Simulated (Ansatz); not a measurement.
A structure relaxed at PBE-D4/def2-SVP in Ansatz, charge 0, singlet:

Cartesian coordinates in Å:
```
Si 3.208 -2.078 0.797
Si 1.719 0.324 -3.492
Si -0.595 -2.716 1.134
Si -1.449 -1.126 -2.374
Si 1.538 -2.183 4.236
Si 1.799 1.005 2.184
Si -1.633 -0.160 3.544
Si 0.244 2.838 -0.945
Si -3.296 1.915 -0.849
Si -1.537 2.181 -4.235
Si 1.529 -3.115 2.077
Si 0.827 -0.943 -1.718
Si 2.121 -0.106 0.109
Si 0.582 2.366 -3.230
Si -1.636 -0.583 1.227
Si -2.784 0.762 -2.834
Si 0.672 -0.011 3.988
Si -1.311 1.630 0.385
H 3.622 -2.935 -0.372
H 4.419 -1.790 1.650
H 1.407 -0.286 -4.836
H 3.211 0.498 -3.367
H -0.674 -3.339 -0.234
H -1.577 -3.466 2.009
H -1.228 -1.805 -3.710
H -2.215 -2.100 -1.519
H 2.939 -2.131 4.791
H 0.677 -3.000 5.166
H 3.252 1.087 2.604
H 1.320 2.422 2.012
H -2.249 -1.294 4.327
H -2.347 1.121 3.887
H 1.570 3.019 -0.256
H -0.451 4.183 -0.904
H -4.488 1.314 -0.149
H -3.578 3.369 -1.139
H -1.424 1.589 -5.617
H -2.188 3.537 -4.341
H 1.687 -4.616 2.128
H 1.304 -2.374 -1.849
H 3.126 0.797 -0.576
H 1.353 3.539 -3.789
H -3.049 -0.908 0.788
H -4.014 0.243 -3.540
H 0.974 0.840 5.199
H -1.379 2.484 1.634
```

Task: Give its formula and point group.

Result: Si₁₈H₂₈. Point group D2 (tolerance 0.1 Å).

Task: Summarise the bond lengths by kind (pairs closer than 1.2 times the sum of covalent radii, bridged metal pairs left out).

Result: 22 × Si–Si 2.35 to 2.39 Å; 28 × H–Si 1.51 to 1.52 Å.

Single mean-field runs in def2-SVP are fitted with def2-universal-jkfit.
